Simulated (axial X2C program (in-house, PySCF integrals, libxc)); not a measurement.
Which molecule has these constants?

Calculated with an in-house relativistic program for diatomic molecules, spin-free (one-electron X2C) or two-component (2c: spin–orbit coupling with atomic mean-field Coulomb and Gaunt terms, which also bring small scalar terms), in Dyall basis sets with cores contracted in-house; open shells are unrestricted.

A two-component PBE0 calculation in a Dyall 3-zeta basis gave Re = 3.378 Å, ωe = 206.9 cm⁻¹, De = 0.65 eV, dipole magnitude 3.35 D, Ω = 0.

Question: Which molecule is it?
A. KO
B. KC
C. LiK
D. KB
E. KN

Answer: C. The others have KC 2.515 Å and 358.0 cm⁻¹ (Ω = 3/2); KO 2.152 Å and 426.1 cm⁻¹ (Ω = 1/2); KB 2.835 Å and 274.1 cm⁻¹ (Ω = 2); KN 2.534 Å and 310.8 cm⁻¹ (Ω = 1).

Each entry is the lowest single determinant of a limited PBE0 search at one distance. De goes to single-determinant-based atoms at the same level (for ions the charge split of lowest energy) and is withheld (n/a) where an atom does not fit its ground term or J level. Main or longest-lived isotopes. One determinant is a doubtful description, or other states lie close, for KC, KO, KB, KN; these need not be ground states, and all values refer to the states named. Some open-shell Ω = 0 determinants are out of reach, so the Ω given for KB, KN need not be the lowest component. With several unpaired electrons the Ω given is that of one determinant, not necessarily of the lowest component. Some light 2c atoms are not at their ground J level, so De misses part of their lowering (0.04 eV or less). The functionals have no current term, which raises determinants with orbital currents. Where the atoms have a lower orbital projection than the molecule, De at mean-field level may be about a tenth of an eV too small.
